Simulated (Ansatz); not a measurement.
`O[SiH2][AsH2]` + H₂O → `O[AsH2]` + silanol at 400 K and 1 bar (formal hydrolysis of the As–Si bond).

Computed with Ansatz on PBE0-D4/def2-TZVP structures; ΔE is electronic, products minus reactants. CCSD(T)/CBS adds triple-zeta CCSD(T) − MP2 to the extrapolated MP2 energy (def2 sets, frozen cores). This one scheme is used for every species. For As outer-core shells are correlated without core-valence functions, which leaves a few kJ/mol of doubt a bond. Scalar relativity is left out up to krypton. Each species was taken in one conformer, which may not be the lowest.

```csv
species,CCSD(T)/CBS energy (Eh),H − E (kJ/mol),S (J/(mol·K))
`O[SiH2][AsH2]`,-2602.30953,151.3,355.3
H₂O,-76.37941,69.8,198.6
`O[AsH2]`,-2311.97217,94.9,282.5
`O[SiH3]`,-366.69042,120.0,276.4
```

H − E and S are ideal-gas, rigid-rotor, harmonic terms from PBE0-D4/def2-TZVP, for one conformer and one mirror image of each species. 1 Eh = 2625.50 kJ/mol, R = 8.31446 J/(mol·K).

**Question.** By hand: ΔE, ΔH, ΔS and ΔG.

**Answer.** ΔE = (-2311.97217) + (-366.69042) − (-2602.30953) − (-76.37941) = 0.02635 Eh = 69.2 kJ/mol. Δ(H − E) = 94.9 + 120.0 − 151.3 − 69.8 = -6.2, so ΔH = 63.0 kJ/mol. ΔS = 282.5 + 276.4 − 355.3 − 198.6 = 5.0 J/(mol·K). ΔG = 63.0 − 400 × (5.0)/1000 = 61.0 kJ/mol.

**Question.** By hand: the equilibrium constant, and the temperature at which ΔG would vanish if ΔH and ΔS stayed fixed.

**Answer.** log₁₀ K = −ΔG/(RT ln 10) = -8.0. ΔG = 0 at ΔH/ΔS = 12600 K, far beyond where these terms or the molecules hold.

The number of gas molecules stays the same, so ΔS is small and ΔH decides. A doubt of 5 kJ/mol in ΔE shifts log₁₀ K by 0.7 here. Other conformers and mirror images would add mixing entropy, several J/(mol·K) or more a flexible species. These are equilibria of isolated gas molecules and say nothing of rates. Largest T1 diagnostic: 0.012 (customary marks: 0.02 for closed shells, 0.045 for open ones).
